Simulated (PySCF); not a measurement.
# Bond lengths and vibrations by method: AlF2HO

These are calculations, not measurements. The program is PySCF 2.14.0, an open-source quantum chemistry code, run on an isolated molecule that a program drew, which may never have been made. The molecule is AlF2HO (charge 0, singlet), drawn as the SMILES string `[OH][Al]([F])[F]`.

The geometry was optimised and harmonic frequencies were computed with HF and MP2, all in the cc-pV(D+d)Z basis, for the commonest isotopes, with a restricted reference for singlets and an unrestricted one otherwise, and a frozen core in MP2. Each result is a local minimum of its method.

Geometry at the HF minimum:
```xyz
5
AlF2HO, angstrom
O    -0.1728    0.7935    2.5130
Al   -0.1995    2.4556    2.5717
F     0.9844    3.3703    1.8994
F    -1.4348    3.2267    3.3180
H     0.4637    0.2180    2.1235
```

Lengths of the bonds as drawn, in Å (atoms numbered as above):
```
  bond     HF    MP2
O1-Al2  1.663  1.694
Al2-F3  1.640  1.663
Al2-F4  1.636  1.659
 O1-H5  0.942  0.964
```

Rotational constants, in GHz:
```
constant     HF    MP2
       A  6.731  6.498
       B  6.588  6.446
       C  3.329  3.236
```

Harmonic frequencies in cm^-1, each column in rising order, so a row needn't be the same motion in every method:
```
rank,HF,MP2
1,245,232
2,261,247
3,308,296
4,380,365
5,585,?
6,715,688
7,957,924
8,1010,961
9,4230,3937
```

**Estimate the missing MP2 frequency from the HF column.**

A single factor s that minimises the squared misfit of MP2 against s times HF over the other rows is sum(HF x MP2) / sum(HF^2) = 0.9345, with an rms misfit of 16 cm^-1. For rank 5 it gives 0.9345 x 585 = 547 cm^-1. The calculation gives 635 cm^-1, 88 cm^-1 above the estimate. The drawn bonds are on average 1.8 % longer in MP2 than in HF.
